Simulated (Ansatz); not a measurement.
Mn2S⁺. Charge 1, multiplicity 6. Geometry PBE-D4/def2-TZVP; atoms count from 1.

```xyz
3

Mn   -0.503    1.248   -0.260
Mn   -0.463   -0.817    0.841
S     0.966   -0.431   -0.582
```

The charge 1 sextet is spin-contaminated (final ⟨S²⟩ up to 10.63, 8.75 for a pure state). At PBE0-D4/def2-TZVP a doublet of charge 1 lies 2.41 eV below the sextet, each at its own geometry. The structure comes from a short search, and lower isomers may exist.

**Question.** Estimate the Mulliken populations from the PBE0/def2-TZVP orbitals of Ansatz.

**Answer.** 
```csv
atom,charge (e),spin (α − β),d electrons
Mn1,0.74,4.61,5.36
Mn2,0.63,0.36,5.58
S3,-0.37,0.03,–
```
Mulliken values depend strongly on the basis.

**Question.** Where does the spin sit?

**Answer.** Summed by element: Mn 4.97, S 0.03, of 5 unpaired in all. Largest on single atoms: Mn1 4.61, Mn2 0.36, S3 0.03.

**Question.** And the Mayer bond orders between heavy atoms (over 0.3)?

**Answer.** Mn1–Mn2 0.90 (2.34 Å); Mn1–S3 1.05 (2.25 Å); Mn2–S3 1.40 (2.05 Å).
